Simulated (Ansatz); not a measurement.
Born–Oppenheimer molecular dynamics of F$_{2}$GeH$_{5}$P (9 atoms, charge 0, multiplicity 1). It starts at the highest image of a converged band. Of that band: A structure lower than the first end lies on the path between it and the top, so the climb from that side starts below the end, which may itself be a saddle point or a shallow side well. Neighbouring images differ by up to 2.1 eV, so the band resolves the path poorly. A vibrational analysis at the climbing image gives one clearly imaginary mode, 713i cm⁻¹: a first-order saddle point.

Computed with Ansatz, RKS B3LYP/def2-SVP.

```yaml
ensemble: NVE (velocity Verlet)
time_step: 0.5 fs
steps_asked: 200
starting_velocities_drawn_for: 100 K
seed: 9020
```

First frame:

```xyz
9
Properties=species:S:1:pos:R:3
Ge -0.131 0.010 -0.157
F -0.088 -0.506 1.804
F 1.620 -0.094 -0.056
H -0.330 1.505 -0.421
H -0.449 -1.142 -1.113
P -2.691 -0.078 0.625
H -3.034 -1.322 1.236
H -2.939 0.733 1.774
H -1.163 -0.419 1.660
```

(1) How far do the bonds stretch over the last three quarters of this one trajectory? (Pairs bonded in most of those frames.)

Answers

(1) 
```tsv
bond	mean (Å)	spread (Å)	shortest	longest
Ge1–F3	1.763	0.015	1.74	1.79
Ge1–H4	1.544	0.006	1.53	1.56
Ge1–H5	1.544	0.015	1.52	1.57
Ge1–P6	2.499	0.194	2.19	2.72
F2–H9	0.944	0.022	0.92	1.00
P6–H7	1.437	0.009	1.42	1.46
P6–H8	1.435	0.034	1.38	1.48
```

Mean temperature of the second half: 903 K. The conserved energy stayed within 0.042 meV per atom of its start (net change 0.014 meV per atom), so the integration is sound. The kinetic energy rose, since the run started high on the potential surface and went downhill. It ends in pieces (FGeH4P + FH), so much of that is their flight and rotation, not heat. A run of 0.1 ps of so small a system gives no equilibrium averages. The orbitals stay closed-shell, which can raise the energy where a bond breaks towards radicals; this wasn't checked here.

Run time: 7.1 min on 2 threads of Arm Neoverse V2, with other jobs on the host, peak memory 0.23 GiB.
